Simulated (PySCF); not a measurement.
A side-by-side comparison of computed properties.

First species: C₅H₁₁O₂PSi₂.
Cartesian coordinates in Å at the GFN2-xTB level; atoms count from 1:
```
atom  x, y, z in Å
C1    -5.3512   -0.6223   -1.0792
O2    -4.1740   -0.0002   -0.5904
C3    -3.3635   -0.7796    0.1380
O4    -3.5796   -1.9351    0.4008
C5    -2.1898   -0.0540    0.5560
C6    -1.1838    0.5015    0.9289
Si7    0.4325    1.2959    1.3652
P8     1.7805    0.7940   -0.3464
Si9    3.7587    0.5043    0.6673
C10    4.9112   -0.3428   -0.5795
H11   -5.9715   -0.9701   -0.2503
H12   -5.8760    0.1336   -1.6576
H13   -5.0955   -1.4776   -1.7086
H14    0.8305    0.7677    2.6751
H15    0.2667    2.7496    1.3994
H16    1.4505   -0.5472   -0.3789
H17    4.2383    1.8447    1.0202
H18    3.6642   -0.2975    1.8961
H19    4.5553   -1.3377   -0.8341
H20    4.9713    0.2300   -1.5010
H21    5.9162   -0.4404   -0.1807
```

Second species: C4H7FOSi3.
Atom-mapped SMILES: `[CH:1]#[C:2][Si@@:3]1([F:4])[CH:5]=[C:6]([O:7][SiH3:8])[SiH2:9]1` (hydrogens: H10 on C1; H11 on C5; H12, H13, H14 on Si8; H15, H16 on Si9)

Levels: PBE0/pcSseg-1 for dipole moment, HOMO energy, LUMO energy and HOMO–LUMO gap; GFN2-xTB for rotational constant A and rotational constant C. Geometries: GFN2-xTB. Each species is one conformer at its optimised geometry, gas phase, non-relativistic unless stated. Electronic properties by PySCF.

Dipoles, sizes and rotational constants follow the conformer. The torsions of the flexible species, by atom-mapped SMILES:
- `[CH3:1][O:2][C:3](=[O:4])[C:5]#[C:6][SiH2:7][PH:8][SiH2:9][CH3:10]`: C1–O2–C3–O4 -1°, C6–Si7–P8–Si9 -144°, Si7–P8–Si9–C10 166°
- `[CH:1]#[C:2][Si@@:3]1([F:4])[CH:5]=[C:6]([O:7][SiH3:8])[SiH2:9]1`: C5–C6–O7–Si8 -3°

Values for the first species:

* Dipole moment: 1.18 D
* HOMO energy: -7.40 eV
* LUMO energy: -1.66 eV
* HOMO–LUMO gap: 5.74 eV
* Rotational constant A: 2.156 GHz
* Rotational constant C: 0.226 GHz

(1) Estimate the same properties for the second species, and the change in each.

Results:

(1) 
| property | first | second | second less first |
| --- | --- | --- | --- |
| dipole moment | 1.18 D | 2.02 D | +0.84 D |
| HOMO energy | -7.40 eV | -7.61 eV | -0.21 eV |
| LUMO energy | -1.66 eV | -0.78 eV | +0.88 eV |
| HOMO–LUMO gap | 5.74 eV | 6.83 eV | +1.09 eV |
| rotational constant A | 2.156 GHz | 1.756 GHz | -0.400 GHz |
| rotational constant C | 0.226 GHz | 0.465 GHz | +0.239 GHz |

On the first: The dipole matches unit charges of opposite sign 0.25 Å apart (1 e·Å = 4.8032 D).

On the second: In atomic units the dipole is 0.79 e·bohr (1 au = 2.5417 D). A dipole of 2.02 D is allowed in C1, and pure rotational transitions are dipole-allowed.
